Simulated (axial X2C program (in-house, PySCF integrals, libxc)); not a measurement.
WBr: properties at the nuclei

Calculated with an in-house all-electron X2C program for linear molecules (integrals from PySCF): two-component X2C with atomic mean-field Coulomb and Gaunt terms, Gaussian nuclei, basis W dyall-cv3z, Br dyall-cv3z with contracted cores.

R = 2.413 Å (near the PBE0 minimum at charge 0 of the determinant lowest at the starting distance; the state shown can have its own minimum elsewhere).

Determinant lowest in the PBE0 search, Ω = 5/2 (⟨Sz⟩ = 2.47, ⟨Lz⟩ = 0.03 at PBE0), spin on the atoms W 2.46, Br 0.01:

```
level  Eeff magnitude (GV/cm)  Ws magnitude W (kHz)  A∥/gI W (MHz)  qzz W (a.u.)  A∥/gI Br (MHz)  qzz Br (a.u.)  μ (D)
 PBE0                    20.9                  8.73           1950          0.43            -6.7           2.94  -3.13
   HF                    27.1                  11.4           1620         -1.20           -15.7           1.99  -3.87
TPSSh                    20.6                  8.55           1920          0.68           -4.35           2.96  -2.96
 BP86                    20.5                   8.5           2070          1.03           -4.59           3.11  -2.55
B3LYP                    24.2                    10           2010          0.69           -1.95           2.90  -2.92
```

Eeff is the effective electric field on the electron electric dipole moment in this Ω state and Ws the scalar–pseudoscalar constant of the nucleus named (defined with the proton number Z and per Ω); A∥ (defined per Ω) follows by multiplying with gI = μI/(I μN); qzz is the electric field gradient, eQq0 = 234.96 MHz × Q/barn × qzz; μ is positive if the Br end (last atom) is positive. The operators were transformed with the bare-nucleus X2C matrices; with these basis sets, hyperfine constants and field gradients can be off by tens of per cent, and where levels differ in sign neither size nor sign is settled.

Task: With gI(183W) = 0.2356, Q(79Br) = 0.3087 barn (g factors from the IAEA table of nuclear moments by Stone; Q from Pyykkö, Mol. Phys. 2018), turn the PBE0 values of the first state into constants in MHz.

Result: A∥(183W) = 1950 × 0.2356 = 459 MHz; eQq0(79Br) = 234.96 × (0.3087) × (2.94) = 213 MHz.

Each state is one determinant with collinear spin, which with several unpaired electrons need not be a pure state. Unrestricted Hartree–Fock can overshoot spin polarisation at the nuclei. This is the top spin component of a Σ state; components of lower Ω are not single determinants and can lie lower. With several open shells hyperfine constants can be off by a factor of several. The search compared states at one distance, so a state with another bond length can lie lower. Further determinants of the search, some of them spin-mixed, are not shown. Where a field gradient or hyperfine factor spreads by more than a factor of two over the levels, a constant derived from it is not to be relied on.
